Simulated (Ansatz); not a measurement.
Basis-set series for C3H8Cl2OSn, SMILES `CC[O][Sn]([CH3])([Cl])[Cl]`. Total charge 0; spin multiplicity 1. Sn takes the def2 core potential. The geometry is a stationary point of PBE0-D4/def2-TZVP. It is one conformer, not always the lowest.

```xyz
15

C     1.825   -0.797    1.381
C     0.420   -0.349    1.712
O    -0.110    0.566    0.769
Sn   -0.516    0.086   -1.067
C    -1.964    1.404   -1.854
Cl    1.429    0.141   -2.335
Cl   -1.202   -2.133   -1.038
H     2.216   -1.435    2.177
H     1.851   -1.374    0.452
H     2.488    0.063    1.266
H     0.408    0.177    2.672
H    -0.239   -1.221    1.812
H    -1.625    2.426   -1.686
H    -2.071    1.214   -2.920
H    -2.909    1.233   -1.341
```

```tsv
functional	basis	functions	energy (Eh)	HOMO (eV)	LUMO (eV)
PBE0-D4	def2-SVP	158	-1328.21565	-8.00	-1.27
PBE0-D4	def2-TZVPP	370	-1328.77066	-8.12	-1.47
ωB97M-V	def2-SVP	158	-1328.53791	-10.35	0.84
ωB97M-V	def2-TZVPP	370	-1329.10015	-10.50	0.52
```

Task: Give the rows for def2-QZVPP. (An estimate is asked.)

Result: Ansatz gave: 
| functional | basis | functions | energy (Eh) | HOMO (eV) | LUMO (eV) |
| --- | --- | --- | --- | --- | --- |
| PBE0-D4 | def2-QZVPP | 690 | -1328.81149 | -8.14 | -1.54 |
| ωB97M-V | def2-QZVPP | 690 | -1329.13943 | -10.54 | 0.33 |

Positive LUMOs are unbound and depend on the basis.
